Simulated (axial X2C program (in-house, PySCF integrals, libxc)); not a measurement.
Outer orbitals of CoIn at 2.608 Å, PBE0

Computed with an in-house relativistic program for diatomic molecules. Spin-free means the one-electron spin-free X2C Hamiltonian; two-component (2c) means X2C with spin–orbit coupling and atomic mean-field two-electron Coulomb and Gaunt terms, so the difference of the two also holds small scalar two-electron terms. Basis: In dyall-cv3z [11s12p9d4f1g], Co dyall-cv3z [9s10p6d3f2g] (cores contracted in-house); Gaussian nuclei, density fitting, unrestricted open shells. Masses: In 114.904 u, Co 58.933 u.

The distance is close to the 2c PBE0 minimum; the highest filled and lowest empty levels are listed.

Spin-free orbitals, state M_S = 1, Λ = 3 (beyond evenly filled blocks: π+α, π+β, π-α, δ+α, δ+β, δ-α) (Löwdin shares):

| symmetry | occupied | ε (eV) | atomic character |
| --- | --- | --- | --- |
| δ+β | yes | -21.14 | 100% In d |
| δ-β | yes | -21.13 | 100% In d |
| δ-α | yes | -21.12 | 100% In d |
| δ+α | yes | -21.12 | 100% In d |
| π+β | yes | -20.97 | 100% In d |
| π-β | yes | -20.96 | 100% In d |
| σβ | yes | -20.95 | 100% In d |
| π-α | yes | -20.94 | 100% In d |
| π+α | yes | -20.94 | 100% In d |
| σα | yes | -20.92 | 100% In d |
| σβ | yes | -9.69 | 71% In s, 12% Co s, 11% Co p |
| σα | yes | -9.55 | 68% In s, 13% Co s, 10% Co d |
| δ-α | yes | -7.77 | 100% Co d |
| δ+α | yes | -7.77 | 100% Co d |
| π-α | yes | -7.75 | 98% Co d |
| π+α | yes | -7.75 | 98% Co d |
| σα | yes | -6.91 | 90% Co d, 5% In s |
| δ+β | yes | -5.67 | 100% Co d |
| σβ | yes | -5.52 | 88% Co d, 7% In p, 4% In s |
| σα | yes | -4.96 | 46% Co s, 41% In p, 6% In s |
| σβ | yes | -4.77 | 48% In p, 40% Co s, 5% In s |
| π+β | yes | -4.76 | 84% Co d, 12% In p |
| π-β | no | -2.22 | 76% In p, 15% Co p, 10% Co d |
| π+α | no | -1.93 | 76% In p, 22% Co p, 2% Co d |
| π-α | no | -1.93 | 76% In p, 22% Co p, 2% Co d |
| π+β | no | -1.89 | 67% In p, 18% Co p, 15% Co d |

The lowest two-component determinant found has another configuration (Ω = 3 (⟨Sz⟩ = 1.00, ⟨Lz⟩ = 2.00 at PBE0)), so the levels differ by more than spin–orbit coupling. Its spinors:

```tsv
ω	occupied	ε (eV)	atomic character	λ mixture
-5/2	yes	-20.71	100% In d	100% δ
5/2	yes	-20.70	100% In d	100% δ
-3/2	yes	-20.57	100% In d	85% π, 15% δ
3/2	yes	-20.55	100% In d	86% π, 14% δ
1/2	yes	-20.52	100% In d	62% σ, 38% π
-1/2	yes	-20.52	100% In d	60% σ, 40% π
-1/2	yes	-9.55	72% In s, 12% Co s, 11% Co p	100% σ
1/2	yes	-9.51	63% In s, 17% Co d, 11% Co s	100% σ
1/2	yes	-7.75	83% Co d, 10% In s, 4% Co s	100% σ
-3/2	yes	-7.34	100% Co d	100% δ
5/2	yes	-7.20	100% Co d	100% δ
-1/2	yes	-6.89	98% Co d	100% π
3/2	yes	-6.82	98% Co d	100% π
1/2	yes	-5.48	93% Co d, 6% In p	100% π
-3/2	yes	-5.19	92% Co d, 6% In p	100% π
3/2	yes	-5.07	100% Co d	100% δ
1/2	yes	-4.88	46% Co s, 41% In p, 6% In s	100% σ
-1/2	yes	-4.70	57% In p, 33% Co s, 6% In s	99% σ, 1% π
1/2	no	-1.96	74% In p, 18% Co p, 7% Co d	99% π, 1% σ
-1/2	no	-1.95	75% In p, 21% Co p, 3% Co d	98% π, 2% σ
3/2	no	-1.79	74% In p, 23% Co p, 3% Co d	100% π
-3/2	no	-1.78	74% In p, 19% Co p, 8% Co d	100% π
```

(1) How does the gap between the highest filled and lowest empty level change from the spin-free to the 2c table?

Mulliken charges and populations of the two-component result (they depend on the basis, above all on diffuse functions):

In 0.10 e (s 9.90 p 18.96 d 20.03 f 0.01), Co -0.10 e (s 7.20 p 12.07 d 7.83). ⟨Lz⟩ = 2.00 ħ and ⟨Sz⟩ = 1.00 ħ (-0.14 and 1.15 on the two atoms), which add up to Ω.

Occupations by symmetry block were frozen at the best pattern of an incomplete PBE0 search. Density functionals use the spin component along the axis (collinear). PBE0 can misorder states that lie within some tenths of an eV, so this need not be the ground state of the molecule. The nearest other spin-free determinant of the search, M_S = 1, Λ = 1, lies 0.15 eV up at the distance of the search. The functionals have no current-density term, which raises determinants with orbital currents, atoms included. With several unpaired electrons one determinant need not be a pure state. The determinant is spin-polarised beyond a pure state at some levels (its spin-free form has ⟨S²⟩ too high), which makes Re and μ there less reliable.

Answers

(1) From 2.54 to 2.74 eV at PBE0, a change of 0.20 eV.
